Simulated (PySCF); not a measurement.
# Polarisability and C₆ of As⁺ (arsenic, charge +1)

[Ar] 3d10 4s2 4p2, high-spin 3P determinant. All numbers are calculated (PySCF 2.14, the spin-free X2C one-electron Hamiltonian (Gaussian nucleus), in aug-cc-pVTZ-DK). Coupled (time-dependent) response in atomic units; α is the mean over directions.

| method | mean α (bohr³) | α xx, yy, zz | C₆ (like pair) | S(−4) |
| --- | --- | --- | --- | --- |
| UHF | 16.88 | 15.85, 17.39, 17.39 | 102.4 | 81.76 |
| PBE | 16.86 | 15.36, 17.61, 17.61 | 101.3 | 85.72 |
| PBE0 | 16.67 | 15.37, 17.32, 17.32 | 100.1 | 81.49 |
| TPSSh | 16.68 | 15.39, 17.32, 17.32 | 101.0 | 80.46 |
| TPSS | 16.74 | 15.38, 17.43, 17.43 | 101.5 | 81.65 |

S(−4) is the Cauchy moment in α(ω) = α(0) + S(−4) ω² + …

Spin-orbit coupling is absent.

α(iu) at PBE:

```csv
u (hartree),α(iu) (bohr³)
0,16.86
0.0500,16.65
0.100,16.05
0.200,14.09
0.300,11.79
0.500,7.917
0.750,4.974
1.00,3.354
1.50,1.819
2.00,1.152
3.00,0.5926
5.00,0.2457
```

A single London oscillator, α(iu) = α/(1 + u²/ω²), gives C₆ = (3/4) ω α². Matching the computed C₆ needs ω = 4 × 101.3 / (3 × 16.86²) = 0.475 hartree.

For an ion, C₆ is the dispersion term alone; charge-induced terms of lower order in 1/R come first.

The components differ because the open shell of this determinant is not spherical; for a pure term their mean is the scalar polarisability.
